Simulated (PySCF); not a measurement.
Ta(O)(OH)2(NH2) (H4NO3Ta), SMILES [NH2][Ta](=[O])([OH])[OH], multiplicity 1.

Coordinates come from a B3LYP-D3(BJ)/def2-SVP optimisation. The multiplicity is an assumed one; other spin states were not compared. The def2 effective core potentials stand for the cores of Ta; spin–orbit coupling is left out. The values are those of a single conformer.

Two levels are set side by side: TDDFT-PBE/def2-SVPD (PySCF) and TDDFT-LC-ωPBE/def2-SVPD (PySCF). Vertical, same geometry. The lowest singlet is HOMO→LUMO 99 % with PBE and HOMO→LUMO+1 90 % with the other functional; states are paired by order. Differences are taken from unrounded values.

```json
[
 {"quantity": "lowest singlet excitation (eV)", "TDDFT-LC-ωPBE": "6.37", "TDDFT-PBE": "5.16", "TDDFT-PBE minus TDDFT-LC-ωPBE": "-1.21"},
 {"quantity": "lowest triplet excitation (TDA) (eV)", "TDDFT-LC-ωPBE": "6.02", "TDDFT-PBE": "5.03", "TDDFT-PBE minus TDDFT-LC-ωPBE": "-0.99"}
]
```

Functionals without exact exchange tend to place singlet excitations lower, as here. Differences between two approximate levels are no errors against the true value.

Rough cost on one machine, each run with all the roots and properties that it gave: TDDFT-LC-ωPBE against TDDFT-PBE about 20 times.
